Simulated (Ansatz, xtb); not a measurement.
**F2H4N2Si2: 9 structures ranked**

9 gas-phase structures of F2H4N2Si2, from a drawn sample of its isomers (lower ones may exist). Each was relaxed with GFN2-xTB:

A. a singlet given by its coordinates
B. `N/[SiH]=N/[SiH](F)F`, a singlet
C. `N[Si@H](F)/N=[SiH]/F`, a singlet
D. `F[Si@H]1N[Si@H](F)N1`, a singlet
E. `N/[Si](F)=N/[SiH2]F`, a singlet
F. `F[Si@H]1N[Si@@H](F)N1`, a singlet
G. `N/[Si](F)=N\[SiH2]F`, a singlet
H. `N[Si](F)(F)N=[SiH2]`, a singlet
I. `F[Si]1(F)N[SiH2]N1`, a singlet

A (Å):

```tsv
atom	x (Å)	y (Å)	z (Å)
F	0.8833	3.4564	-0.5655
F	-3.0825	1.4455	0.8522
N	1.6523	1.5318	1.0182
N	-0.6990	1.2937	-0.7626
Si	0.9099	1.8425	-0.4989
Si	-2.2836	1.2848	-0.5356
H	1.4466	2.1418	1.7929
H	1.7507	0.5829	1.3359
H	1.7618	1.3615	-1.5675
H	-3.3483	1.0510	-1.4711
```

Close contacts (Å): F1–Si5 1.62, F2–Si6 1.61, N3–Si5 1.72, N4–Si5 1.72, N4–Si6 1.60, N3–H7 1.01, N3–H8 1.01, Si5–H9 1.45, Si6–H10 1.44.

Make a reasoned guess at their ranking by r2SCAN-D4/def2-SVP single-point energy.

Calculated order at r2SCAN-D4/def2-SVP: F (0.000), D (0.009), I (0.118), B (1.431), G (1.762), E (1.770), H (1.841), A (2.038), C (2.056) eV. Less than 1 kcal/mol parts F and D; G and E; A and C, so the order within those pairs means little.

Energies above the lowest of each column, in eV:

```csv
structure,GFN2-xTB,HF/STO-3G,r2SCAN-D4/def2-SVP
F,0.029,0.033,0.000
D,0.000,0.020,0.009
I,0.238,0.000,0.118
B,0.373,3.125,1.431
G,0.664,3.276,1.762
E,0.744,3.367,1.770
H,0.711,3.140,1.841
A,0.729,3.540,2.038
C,0.649,3.450,2.056
```

r2SCAN-D4/def2-SVP puts F lowest, with D within 1 kcal/mol; HF/STO-3G picks I. Some further structures that were screened fall inside this span and aren't listed. Flexible structures stand in one conformer each, not always the lowest. No reliable frequencies are at hand for these structures.

Over these structures GFN2-xTB departs from r2SCAN-D4/def2-SVP by 0.541 eV on average once a common shift is removed. A GFN2-xTB relaxation took about 0.52 s and the r2SCAN-D4/def2-SVP energy about 3.9 s on a shared host (Ansatz 0.2.0, xtb 6.7.1).
